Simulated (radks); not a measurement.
Question: Cl2+, configuration [He] 2s2 2p4 3s2 3p3 4p2 (not the ground configuration). All-electron calculation, scalar-relativistic Kohn-Sham, SCAN, spin-unpolarised, spherical densities, finite nucleus; meta-GGA in the generalised Kohn-Sham scheme; Fermi nuclear charge, rms radius 3.3654 fm. Program: a radial shooting solver on a logarithmic mesh with Libxc functionals. Some entries of the table are withheld. Estimate them.

orbital  occ.  eigenvalue (eV)  <r^2> (bohr^2)  r(max) (bohr)
1s          2        -2897.594         0.01110        0.05946
2s          2        -352.8777          0.2123         0.3517
2p          4              (1)          0.1790         0.2905
3s          2         -68.0003           1.787          1.113
3p          3         -52.2956           1.998          1.144
4p          2              (2)           13.82          3.224

Answer: 
(1) 2p eigenvalue (eV): -294.5823
(2) 4p eigenvalue (eV): -14.7775
